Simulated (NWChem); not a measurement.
## Lowest excitation of iodoethane (C₂H₅I)

```
C
H 1 1.0972
H 1 1.0972 2 109.18
C 1 1.5154 2 112.85 3 126.36
H 4 1.1004 1 111.80 2 57.06
H 4 1.1004 5 108.21 1 -123.55
H 4 1.1048 5 107.89 6 -116.49
I 1 2.1966 2 104.22 3 -110.88
```
Charge 0, spin multiplicity 1.

Everything below was run with NWChem. All single points use one geometry, from B3LYP/def2-SVP with def2 effective core potentials on I, held to Cs symmetry and with no frequency check, so it may be a saddle point.

Basis set: def2-SVP.

Effective core potentials replace the inner electrons of I; spin-orbit coupling is left out. The correlated methods keep 6 core orbitals frozen. B3LYP has NWChem's definition, with VWN1-RPA local correlation. No row is a measurement; the coupled-cluster row has its own basis-set and correlation limits.

Order these methods by the lowest vertical singlet excitation energy they give, lowest first: TD-B3LYP, EOM-CCSD, TD-CAM-B3LYP, TD-PBE, CIS.

TD-PBE (4.59 eV), TD-B3LYP (4.75 eV), TD-CAM-B3LYP (4.87 eV), EOM-CCSD (5.11 eV), CIS (5.68 eV)
